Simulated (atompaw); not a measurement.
## u(r) = r·R(r): atom against pseudo-atom (antimony)

Columns: radius, all-electron u(r) and pseudo u(r) of the 4d shell (level -33.51 eV) of antimony in the configuration [Kr] 4d10 5s2 5p3; PBE, scalar-relativistic, PAW (atompaw) scheme, atompaw 4.2.0.5.

```csv
r (bohr),all-electron,pseudo
0.088,-0.2673,0.0002
0.177,-0.5627,0.0014
0.265,-0.4530,0.0046
0.354,-0.0992,0.0107
0.442,0.2939,0.0204
0.531,0.6286,0.0343
0.619,0.8633,0.0524
0.708,1.0046,0.0751
0.796,1.0661,0.1015
0.885,1.0704,0.1314
0.973,1.0359,0.1632
1.062,0.9769,0.1963
1.150,0.9053,0.2285
1.238,0.8279,0.2586
1.327,0.7489,0.2854
1.415,0.6732,0.3069
1.504,0.6008,0.3226
1.592,0.5345,0.3313
1.681,0.4733,0.3330
1.769,0.4185,0.3276
1.858,0.3687,0.3155
1.946,0.3246,0.2974
2.035,0.2850,0.2741
2.123,0.2503,0.2474
2.212,0.2193,0.2190
2.300,0.1922,0.1922
```

How many radial nodes do the two functions have?

The all-electron 4d function has n − l − 1 = 1; the pseudo-wave has 0, since the states of the same l below it are removed with the core.

Where does each function peak?

Outermost all-electron maximum near 0.89 bohr, pseudo maximum near 1.68 bohr (to the table’s step).

Is the pseudo-wave norm-conserving?

No, it belongs to a PAW set: the norm inside the radius is not constrained, and the difference is carried by the augmentation charge.
